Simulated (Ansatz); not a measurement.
`BN=CSC` + `[SiH3]N[SiH2]Cl` → `BN([SiH3])[SiH2]Cl` + `CSC=N`  (ligand exchange at a B–N bond)

Computed with Ansatz on PBE0-D4/def2-TZVP structures; ΔE is electronic, products minus reactants. CCSD(T)/CBS is the MP2 limit (def2-TZVPP, def2-QZVPP) plus CCSD(T) − MP2 in def2-TZVPP, frozen cores. Functionals use def2-TZVPP. One conformer a species, not always the lowest.

```csv
level,ΔE (kJ/mol)
PBE-D4,14.3
CCSD/CBS(def2),-6.0
```

**Question.** What does CCSD(T)/CBS give? (An estimate is asked.)

**Answer.** Ansatz gave: -5.2 kJ/mol. The listed levels differ from it by 19.5, -0.8 kJ/mol.

Largest T1 diagnostic among the species: 0.015.

From PBE to PBE0 (25 % exact exchange), in def2-TZVPP and without D4, ΔE moves by −8.0 kJ/mol. The D4 term adds −5.2 kJ/mol with B3LYP and −2.5 kJ/mol with PBE0; it sums over pairs of atoms, weighted by their polarisabilities, and B3LYP, whose exchange is more repulsive, gets the larger term.

B3LYP here is the variant with VWN-RPA as its local correlation; programs differ in this.
